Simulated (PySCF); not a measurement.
# Reading the logs of faulty runs: AlCH5NSi cation

Calculated results; nothing here was measured. They come from PySCF 2.14.0, an open-source quantum chemistry program, on an isolated molecule that a program drew, which may never have been made. The molecule is AlCH5NSi cation (charge +1, singlet), drawn as the SMILES string `[NH2][Al+][CH]=[SiH2]`.

Each row is a Hartree-Fock (HF) and frozen-core CCSD(T) single point in the cc-pV(D+d)Z basis, meant for a local HF minimum. Run 1 is clean. Each other run has one planted mistake out of seven kinds, and not every kind appears here: one electron removed, one electron added, multiplicity raised by two, geometry at a saddle point, minimal basis STO-3G, one bond length entered in bohr, all coordinates scaled. The reference is restricted for singlets and unrestricted otherwise, and also for a bond in bohr. Adding or removing an electron swaps singlet and doublet. Electrons count all cores. HOMO and LUMO are orbital energies over both spins, the gradient is its largest component, and the lowest frequency (negative if imaginary) is given only where the gradient is small. Bond lengths are over the 8 bonds as drawn. T1 is the CCSD diagnostic: over 0.02 (restricted) or 0.045 (unrestricted) a single reference is doubtful.

Geometry of the clean run:
```xyz
9
AlCH5NSi cation, angstrom
N     1.8161   -1.3733    1.8810
Al    0.1600   -1.0576    1.5475
C    -1.6045   -0.6880    1.1923
Si   -2.3227    0.8593    1.0114
H     2.5326   -1.5119    1.1883
H     2.2161   -1.4684    2.7994
H    -2.2611   -1.5516    1.0869
H    -1.5239    2.0831    1.1351
H    -3.7459    1.0515    0.7285
```

| run | electrons | basis functions | <S^2> | HOMO (eV) | LUMO (eV) | gradient (hartree/bohr) | lowest frequency (cm^-1) | mean bond (Å) | longest bond (Å) | T1 | HF (hartree) | CCSD(T) (hartree) | mistake |
|---|---|---|---|---|---|---|---|---|---|---|---|---|---|
| 1 | 44 | 99 | 0.000 | -14.00 | -3.38 | 2.4e-05 | 96 | 1.4130 | 1.838 | 0.0159 | -625.84617 | -626.34644 | no fault |
| 2 | 44 | 99 | 0.775 | -13.55 | -3.76 | 1.9e-02 | - | 1.5342 | 2.060 | 0.0594 | -625.71579 | -626.21272 | one bond length entered in bohr |
| 3 | 44 | 99 | 0.000 | -13.45 | -3.59 | 4.6e-02 | - | 1.5006 | 1.951 | 0.0192 | -625.81394 | -626.32853 | all coordinates scaled |
| 4 | 44 | 99 | 2.024 | -10.60 | -5.36 | 1.1e-01 | - | 1.4130 | 1.838 | 0.0175 | -625.75102 | -626.22100 | ? |
| 5 | 43 | 99 | 0.756 | -20.39 | -11.53 | 7.2e-02 | - | 1.4130 | 1.838 | 0.0152 | -625.38685 | -625.83870 | ? |

**Which mistake was planted in run 4, and what did it cost?**

Electrons, basis and geometry are unchanged, and <S^2> is 2.024, beside S(S+1) = 2.00 for a multiplicity of 3. So the mistake is: multiplicity raised by two. Subtracting run 1 and multiplying by 627.51 kcal/mol a hartree, the energy moved by 59.7 kcal/mol in HF and 78.7 kcal/mol in CCSD(T).

**Which mistake was planted in run 5, and what did it cost?**

It counts 43 electrons, one fewer than the clean run, at the same geometry and basis. So the mistake is: one electron removed. Subtracting run 1 and multiplying by 627.51 kcal/mol a hartree, the energy moved by 288.2 kcal/mol in HF and 318.6 kcal/mol in CCSD(T).

Cautions from the logs. Run 2: T1 is over the limit, so its CCSD(T) energy is less reliable.
